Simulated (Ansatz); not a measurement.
# Pulling the pair apart

The pair of Ag⁺ (SMILES [Ag+], atom 1) and Cl⁻ (SMILES [Cl-], atom 2), both closed shells, in one local arrangement (a lower one may exist), relaxed at PBE0-D4/def2-TZVP:

```xyz
2
angstrom
Ag -0.0000 -0.0000 -1.1429
Cl 0.0000 0.0000 1.1429
```

Cl⁻ is shifted rigidly along the line between the mean atom positions of the two fragments (negative: closer). Counterpoise interaction energies in kJ/mol. Computed with Ansatz 0.2.0 (basis: def2-TZVPPD); correlated methods freeze the cores. Filled d shells of the heavier atoms are correlated. Core potentials replace the inner electrons of the atoms past krypton. B3LYP uses VWN-RPA correlation.

```csv
shift (Å),MP2,wB97M-V,B3LYP-D4
-0.23,-638.2,-632.9,-654.5
-0.11,-667.7,-667.1,-688.9
0.00,-674.4,-677.6,-700.0
0.11,-667.0,-673.3,-696.8
0.27,-643.4,-652.8,-678.6
0.57,-584.1,-596.7,-629.0
1.14,-473.9,-489.1,-535.6
```

1 of 8 computed shifts are left out: there CCSD(T) failed or its T1 diagnostic passed 0.035.

(1) What does CCSD(T) give at these shifts? (An estimate is asked for; the value comes from the calculation.)

T1 diagnostic: at most 0.031. The T1 diagnostic is large here, which may signal multireference character or strong orbital relaxation, so CCSD(T) is less sure.

Answers

(1) By the calculation: -617.5, -652.9, -664.3, -660.8, -641.7, -588.5, -486.9 kJ/mol. For zero shift, CCSD(T) at an estimated basis limit (MP2 extrapolated from triple and quadruple zeta, plus CCSD(T) − MP2 in triple zeta) gives -693.7 kJ/mol. These are counterpoise interaction energies, counted from the two frozen fragments.

For scale, one of the runs: CCSD(T)/def2-TZVPPD, 107 basis functions, launched by `ansatz run in.yaml --threads 2 --pin off --events-out ev --progress --plain --max-ram 5222MiB`. The run took about 4 s on 2 CPU threads of an Intel Xeon Platinum 8375C (shared host).
